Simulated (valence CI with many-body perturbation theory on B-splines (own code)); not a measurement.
**E1 transitions of Ti II**

Calculated by configuration interaction combined with many-body perturbation theory (CI+MBPT): three valence electrons over a frozen Dirac-Fock core [Ar], radial functions for each j: 9 s, 9 p, 10 d, 8 f, 5 g, 3 h, 1 i, with the one-electron correlation potential Σ1, the two-electron term Σ2, the three-electron term Σ3, Breit, model QED; selected CI, second order for the rest (own B-spline code, finite nucleus).

Set against measurement, 52 paired levels are off by 273 cm⁻¹ on average, the worst by 1006. These come from a selection out of the NIST Handbook of Basic Atomic Spectroscopic Data. Levels without a partner in it may be off by more, other configurations by 1,000 to 4,000 cm⁻¹.

Lines 201 to 240 of 240 in falling wavelength, among levels below 41320 cm⁻¹, chosen from the strongest by gf and those to the six lowest levels. Wavelengths and rates use the calculated energies, so an error of 300 cm⁻¹ moves a line at 2591 Å by 0.78 % and its rate by three times that or more. Electric multipoles are in the length gauge, E1 and E2 with the static RPA response of the core. Weak lines are less certain than strong ones. Lines between different terms over intervals too small for the method are left out, as are lines whose strength nearly cancels. Where a level lies close to another of its J and parity, the split of strength between their lines is uncertain. The highest levels of a list are the least certain.

Names give the largest LS component (configuration and term), which can be under half, so a name can repeat, a term be missing and a line seem to break the LS rules; names also repeat where a configuration has a term twice. Letters in brackets count levels of one name in rising energy.

| λ vac (Å) | Upper | Lower | A (s⁻¹) | log gf | Branch % |
| --- | --- | --- | --- | --- | --- |
| 2591 | 3d2.4p 2P°_1/2 | 3d3 4F_3/2 | 8.07e+03 | -4.79 | 0.0 |
| 2581 | 3d2.4p 2F°_5/2 [b] | 3d3 4F_5/2 | 3.87e+04 | -3.63 | 0.0 |
| 2576 | 3d2.4p 2F°_5/2 [b] | 3d3 4F_3/2 | 9.60e+03 | -4.24 | 0.0 |
| 2572 | 3d2.4p 4S°_3/2 | 3d3 4F_5/2 | 1.72e+03 | -5.17 | 0.0 |
| 2572 | 3d2.4p 2F°_7/2 [b] | 3d3 4F_5/2 | 1.97e+04 | -3.81 | 0.0 |
| 2567 | 3d2.4p 4S°_3/2 | 3d3 4F_3/2 | 8.47e+01 | -6.48 | 0.0 |
| 2565 | 3d2.4p 2D°_3/2 [b] | 3d2.4s 4F_5/2 | 1.99e+04 | -4.11 | 0.0 |
| 2559 | 3d2.4p 2D°_5/2 [b] | 3d2.4s 4F_7/2 | 1.98e+04 | -3.93 | 0.0 |
| 2559 | 3d2.4p 2D°_3/2 [b] | 3d2.4s 4F_3/2 | 1.35e+04 | -4.28 | 0.0 |
| 2550 | 3d2.4p 2D°_5/2 [b] | 3d2.4s 4F_5/2 | 6.95e+03 | -4.39 | 0.0 |
| 2544 | 3d2.4p 2D°_5/2 [b] | 3d2.4s 4F_3/2 | 4.12e+03 | -4.62 | 0.0 |
| 2543 | 3d2.4p 4D°_1/2 [b] | 3d3 4F_3/2 | 5.79e+07 | -0.95 | 25.1 |
| 2542 | 3d2.4p 4D°_3/2 [b] | 3d3 4F_5/2 | 4.62e+07 | -0.75 | 19.9 |
| 2540 | 3d2.4p 2P°_3/2 | 3d2.4s 4F_5/2 | 3.16e+02 | -5.91 | 0.0 |
| 2538 | 3d2.4p 4D°_5/2 [b] | 3d3 4F_7/2 | 4.70e+07 | -0.57 | 20.1 |
| 2537 | 3d2.4p 4D°_3/2 [b] | 3d3 4F_3/2 | 1.16e+07 | -1.35 | 5.0 |
| 2534 | 3d2.4p 2P°_3/2 | 3d2.4s 4F_3/2 | 1.25e+04 | -4.32 | 0.0 |
| 2533 | 3d2.4p 4D°_7/2 [b] | 3d3 4F_9/2 | 5.06e+07 | -0.41 | 21.2 |
| 2532 | 3d2.4p 4D°_5/2 [b] | 3d3 4F_5/2 | 1.01e+07 | -1.23 | 4.3 |
| 2531 | 3d2.4p 2F°_7/2 [b] | 3d2.4s 4F_9/2 | 8.27e+04 | -3.20 | 0.0 |
| 2530 | 3d2.4p 2F°_5/2 [b] | 3d2.4s 4F_7/2 | 1.21e+04 | -4.16 | 0.0 |
| 2529 | 3d2.4p 2P°_1/2 | 3d2.4s 4F_3/2 | 1.28e+04 | -4.61 | 0.0 |
| 2527 | 3d2.4p 4D°_5/2 [b] | 3d3 4F_3/2 | 5.52e+05 | -2.50 | 0.2 |
| 2525 | 3d2.4p 4D°_7/2 [b] | 3d3 4F_7/2 | 5.83e+06 | -1.35 | 2.4 |
| 2522 | 3d2.4p 2F°_5/2 [b] | 3d2.4s 4F_5/2 | 1.02e+03 | -5.24 | 0.0 |
| 2521 | 3d2.4p 2F°_7/2 [b] | 3d2.4s 4F_7/2 | 5.88e+02 | -5.35 | 0.0 |
| 2518 | 3d2.4p 4D°_7/2 [b] | 3d3 4F_5/2 | 2.87e+05 | -2.66 | 0.1 |
| 2516 | 3d2.4p 2F°_5/2 [b] | 3d2.4s 4F_3/2 | 2.36e+03 | -4.87 | 0.0 |
| 2513 | 3d2.4p 4S°_3/2 | 3d2.4s 4F_5/2 | 4.72e+01 | -6.75 | 0.0 |
| 2512 | 3d2.4p 2F°_7/2 [b] | 3d2.4s 4F_5/2 | 2.09e+03 | -4.80 | 0.0 |
| 2507 | 3d2.4p 4S°_3/2 | 3d2.4s 4F_3/2 | 3.65e+02 | -5.86 | 0.0 |
| 2484 | 3d2.4p 4D°_1/2 [b] | 3d2.4s 4F_3/2 | 4.76e+05 | -3.06 | 0.2 |
| 2484 | 3d2.4p 4D°_3/2 [b] | 3d2.4s 4F_5/2 | 3.68e+05 | -2.87 | 0.2 |
| 2482 | 3d2.4p 4D°_5/2 [b] | 3d2.4s 4F_7/2 | 3.55e+05 | -2.71 | 0.2 |
| 2480 | 3d2.4p 4D°_7/2 [b] | 3d2.4s 4F_9/2 | 3.42e+05 | -2.60 | 0.1 |
| 2478 | 3d2.4p 4D°_3/2 [b] | 3d2.4s 4F_3/2 | 1.00e+05 | -3.43 | 0.0 |
| 2474 | 3d2.4p 4D°_5/2 [b] | 3d2.4s 4F_5/2 | 8.29e+04 | -3.34 | 0.0 |
| 2469 | 3d2.4p 4D°_7/2 [b] | 3d2.4s 4F_7/2 | 4.34e+04 | -3.50 | 0.0 |
| 2469 | 3d2.4p 4D°_5/2 [b] | 3d2.4s 4F_3/2 | 5.29e+03 | -4.54 | 0.0 |
| 2462 | 3d2.4p 4D°_7/2 [b] | 3d2.4s 4F_5/2 | 2.88e+03 | -4.68 | 0.0 |

**Question.** How does gf follow from A for the line at 2522 Å?

**Answer.** gf = 1.4992 × (2J+1)_upper × A / σ², with σ = 39656 cm⁻¹ and 2J+1 = 6: gf = 5.82e-06.
